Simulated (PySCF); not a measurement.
# Structure elucidation problem

An unknown has the formula C6H12BNO. Its calculated NMR data are:

$^{1}$H NMR (600 MHz, computed): δ 7.30 (m, 1H), 6.45 (m, 1H), 6.27 (m, 1H), 3.30 (br s, 1H), 2.79 (br, 1H), 2.30 (s, 3H), 2.27 (br s, 1H), 0.02 (d, 3H).

$^{13}$C{$^{1}$H} NMR (computed): δ 170.6 (C), 142.3 (CH), 118.7 (CH), 113.1 (CH), 32.4 (CH3), 6.7 (CH3).

Computational details: σ from GIAO-PBE/pcSseg-1, PBE0-D3(BJ)/def2-SVP structure, in PySCF (non-relativistic, gas phase, a single conformation, one averaged value for each set of equivalent atoms).

Chemical shifts δ = σref − σ; TMS for $^{1}$H (σref 31.20) and $^{13}$C (σref 180.03), all at this level.

**Question.** Which candidate is it?
A. C[O+](C)[B@H-](C#N)C1CC1
B. C/C=C/N(C=O)B(C)C
C. C[NH2+][B@H-](C)c1ccco1
D. C/C=C\N(C=O)B(C)C

**Answer.** C. 

- 6 carbon signals for 6 carbons: no two carbons are equivalent.
- Carbon types of the structure: 1 × C, 3 × CH, 2 × CH3, leaving 3 H on heteroatoms.
- δC 170.6: substituted aromatic carbon next to the ring oxygen.
- δC 142.3: aromatic CH next to the ring oxygen.
- δC 118.7, 113.1: aromatic CH.
- δC 32.4: methyl carbon bonded to N; deshielded by the electronegative neighbour.
- δH 2.30: hydrogen on a methyl carbon bonded to N; its carbon carries N, hence the downfield position.

The others: C/C=C/N(C=O)B(C)C would give 5 carbon signals, not 6; C[O+](C)[B@H-](C#N)C1CC1 would give 5 carbon signals, not 6; C/C=C\N(C=O)B(C)C would give 5 carbon signals, not 6.

OH/NH shifts are gas-phase values; hydrogen bonding in solution moves them, usually downfield. Hydrogens on boron are broadened and split by $^{11}$B (spin 3/2, 80 %) and 10B (spin 3). A carbon bonded to boron is broadened by the quadrupolar boron nucleus and is often missing from a measured spectrum. Shifts are as computed. Against solution values, carbons near 30 ppm lie about +2 ppm off and those near 130 ppm about +2 ppm. Of 1309 compounds with measured shifts, 239 miss one by over three times the rms of a fit or turn the order of signals round; such compounds aren't used in these exercises. No couplings were computed; multiplicities are counted from neighbouring protons, with m where these are inequivalent, close in shift, in a saturated or five-membered ring or joined by F or P, and br s for small geminal =CH2 splittings.
